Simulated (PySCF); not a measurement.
Computed with B3LYP/[Cd def2-TZVP with ECP28, H def2-TZVP], scalar-relativistic core potentials, density fitting, no spin–orbit coupling, PySCF. Open shells, if any, are unrestricted.

Task: What shape and geometry does isolated singlet CdH₂ take (every ligand bound to Cd)?

Result: Counting electrons, cadmium keeps none of its valence electrons outside its bonds, so the VSEPR class is AX2 and the expected shape is linear (D∞h), as computed. The lowest minimum found is a singlet of D∞h symmetry with Cd–H 1.681 Å (×2); H–Cd–H 180.0°. Its harmonic wavenumbers are 639 (πu), 1789 (σu+), 1805 (σg+) cm⁻¹ and its dipole moment is 0.00 D.
